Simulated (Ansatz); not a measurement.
Input for Ansatz (a quantum-chemistry and plane-wave program): R-r2SCAN/def2-TZVPP on H5NSeSi (SMILES N[Se][SiH3]), a point of a torsion scan.

Ansatz 0.2 input:
```yaml
crystal:
  periodic: [false, false, false]
  atoms:
    - {symbol: N, position_ang: [1.84333410, 0.08994022, 0.06583612]}
    - {symbol: Se, position_ang: [0.19829900, -0.20062535, 0.94272789]}
    - {symbol: Si, position_ang: [-0.34372531, 1.99901378, 1.12176236]}
    - {symbol: H, position_ang: [2.43831352, 0.64904088, 0.67601302]}
    - {symbol: H, position_ang: [2.28963936, -0.81768329, -0.04378930]}
    - {symbol: H, position_ang: [0.72249675, 2.65804330, 1.87877664]}
    - {symbol: H, position_ang: [-0.46741000, 2.60620670, -0.19875528]}
    - {symbol: H, position_ang: [-1.59712983, 1.98638798, 1.86315480]}
basis:
  gaussian:
    orbitals: def2-TZVPP
hamiltonian:
  xc: {name: r2SCAN}
scf: {lower_state_search: off}
```

It printed:

```
WARN ansatz: RAYON_NUM_THREADS=1 ignored (pool sized by the plan → 1); use --threads N
Functional definition: r2SCAN
these checks for a lower state are left out or cut short: stability, starts, cluster_reference, orbital_swaps, neighbouring_geometries, increment
integrals: 0.11 GiB planned
1125 factors; their error is unknown
mean field: 0.74 GiB planned
mean field evaluation 1: about -74790.6941 eV, gradient 6.0e1 eV
mean field evaluation 2: about -74757.7989 eV, gradient 1.2e2 eV
mean field evaluation 4: about -74797.4311 eV, gradient 8.4e0 eV
mean field evaluation 8: about -74797.6467 eV, gradient 1.8e-1 eV
mean field evaluation 16: about -74797.5984 eV, gradient 1.6e-4 eV
mean field -74797.59836081 eV, -2748.7610401265 hartree, gradient 7.9e-6 eV, S^2 0.000000; 0 other end points of the search recorded, 0 dependent functions left out
reference -74797.59837221 eV, -2748.7610405456 hartree; 30, 30 occupied and 161, 161 virtual orbitals, 1125 factors
Total energy: -74797.59837221 eV, -2748.7610405456 hartree
Checks for a lower state left out: stability, starts, cluster_reference, orbital_swaps, neighbouring_geometries, increment
```

Self-consistency was reached.

Cost: around 4 core-seconds (rough).
